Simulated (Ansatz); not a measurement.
Total energies of CH$_{3}$F$_{4}$NbO (`C[O][Nb]([F])([F])([F])[F]`).

Cartesian coordinates in Å:
```
C -1.227 -0.407 1.170
O -0.179 -0.630 0.251
Nb 0.956 0.223 -0.898
F 0.195 1.889 -0.458
F 0.343 0.475 -2.626
F 2.547 0.838 -0.181
F 1.841 -1.326 -1.467
H -1.451 0.662 1.218
H -0.917 -0.768 2.151
H -2.108 -0.957 0.838
```

The species carries charge 0 and has multiplicity 1. Correlated methods include outer-core shells of Nb, which these sets cover unevenly. Nb: def2 effective core potential. The structure was optimised at the PBE0-D4/def2-TZVP level. It is one conformer, not always the lowest. Basis def2-TZVPP, Ansatz 0.2.0.

RPA on PBE orbitals: Hartree–Fock energy of these orbitals -568.98366 Eh, correlation -2.80575 Eh (frozen core).

```tsv
functional	energy without D4 (Eh)	D4 term (kJ/mol)
LDA (SPW92)	-568.50828	–
PBE	-571.56210	-18.3
revPBE	-571.91444	-54.4
BLYP	-571.97129	-39.7
r2SCAN	-571.85870	-4.7
B97M-V	-571.88380	–
PBE0	-571.50679	-15.6
B3LYP	-572.05776	-29.3
r2SCANh	-571.80178	-5.0
r2SCAN0	-571.71969	-5.5
HSE06 (plane-wave form)	-571.48431	-14.5
BHLYP	-571.70327	-22.5
CAM-B3LYP	-571.86204	-15.8
LC-ωPBE	-571.76199	–
ωB97X-V	-571.82052	–
ωB97M-V	-571.80224	–
B2PLYP	-571.66009	–
PBE-QIDH	-571.38233	–
```

B3LYP takes the VWN-RPA correlation (the form of Gaussian; ORCA's B3LYP/G). HSE06 is the plane-wave form, built on full-range PBE exchange. The double hybrids freeze the cores in their second-order part.

LC-ωPBE has ω = 0.4 bohr⁻¹.
